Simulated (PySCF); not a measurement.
C₂H₅IMg, SMILES [I][Mg][CH2]C.

Geometry optimised at PBE-D3(BJ)/def2-SVP. The structure was generated by enumeration; whether it is a known compound was not checked. The def2 effective core potentials stand for the cores of I; spin–orbit coupling is left out. The values are those of a single conformer.

Calculation: PBE-D3(BJ)/def2-SVP in PySCF 2.14.0.

Frequencies are harmonic and unscaled.

| mode | ν (cm⁻¹) | IR (km/mol) | moving atoms (share of kinetic energy) |
|---|---|---|---|
| 1 | 65 | 4.9 | Mg 46 %, C 30 %, H 16 % |
| 2 | 91 | 10.0 | Mg 59 %, H 30 %, C 8 % |
| 3 | 187 | 15.7 | C 45 %, Mg 28 %, I 15 %, H 12 % |
| 4 | 225 | 6.6 | H 81 %, C 11 %, Mg 8 % |
| 5 | 270 | 27.6 | C 39 %, Mg 35 %, H 15 %, I 11 % |
| 6 | 536 | 56.9 | Mg 56 %, C 32 %, H 10 % |
| 7 | 546 | 44.5 | H 80 %, C 17 % |
| 8 | 886 | 4.8 | H 93 % |
| 9 | 917 | 7.4 | H 90 %, C 9 % |
| 10 | 1002 | 8.1 | C 82 %, H 18 % |
| 11 | 1118 | 45.4 | H 67 %, C 33 % |
| 12 | 1197 | 4.9 | H 76 %, C 24 % |
| 13 | 1343 | 11.5 | H 83 %, C 17 % |
| 14 | 1381 | 0.1 | H 90 %, C 10 % |
| 15 | 1420 | 1.4 | H 97 % |
| 16 | 1431 | 6.5 | H 97 % |
| 17 | 2939 | 62.3 | H 97 % |
| 18 | 2956 | 16.6 | H 95 % |
| 19 | 3003 | 4.0 | H 91 %, C 9 % |
| 20 | 3010 | 23.8 | H 91 %, C 9 % |
| 21 | 3036 | 29.1 | H 91 %, C 9 % |
